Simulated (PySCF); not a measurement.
dimethyl selenide (C₂H₆Se), SMILES C[Se]C.

Geometry optimised at PBE-D3(BJ)/def2-SVP.

All values below come from TDA-PBE/def2-SVPD (PySCF 2.14.0).

Vertical excitations. The molecule is in vacuum. State labels are in the subgroup C2v.

| state | symmetry | energy (eV) | λ (nm) | f | main pairs |
|---|---|---|---|---|---|
| S1 | A2 | 4.35 | 285 | 0.000 | HOMO→LUMO 99 % |
| S2 | B2 | 4.87 | 254 | 0.011 | HOMO→LUMO+1 79 %, HOMO→LUMO+2 21 % |
| S3 | B2 | 5.16 | 240 | 0.028 | HOMO→LUMO+2 77 %, HOMO→LUMO+1 19 % |
| S4 | A1 | 5.84 | 212 | 0.042 | HOMO→LUMO+3 99 % |
| S5 | A2 | 6.14 | 202 | 0.000 | HOMO→LUMO+4 99 % |
| S6 | B2 | 6.17 | 201 | 0.000 | HOMO→LUMO+5 95 % |
| S7 | A2 | 6.88 | 180 | 0.000 | HOMO→LUMO+7 100 % |
| S8 | B2 | 7.06 | 176 | 0.108 | HOMO→LUMO+6 93 % |
| S9 | B1 | 7.22 | 172 | 0.024 | HOMO−1→LUMO 69 %, HOMO→LUMO+9 25 % |
| S10 | A1 | 7.33 | 169 | 0.006 | HOMO→LUMO+8 94 % |
| T1 | A2 | 3.92 | 316 | 0 | HOMO→LUMO 100 % |
| T2 | B2 | 4.59 | 270 | 0 | HOMO→LUMO+1 86 %, HOMO→LUMO+2 13 % |
| T3 | B2 | 4.81 | 258 | 0 | HOMO→LUMO+2 87 %, HOMO→LUMO+1 13 % |
| T4 | A1 | 5.67 | 219 | 0 | HOMO→LUMO+3 99 % |
Triplets are in the Tamm–Dancoff approximation.
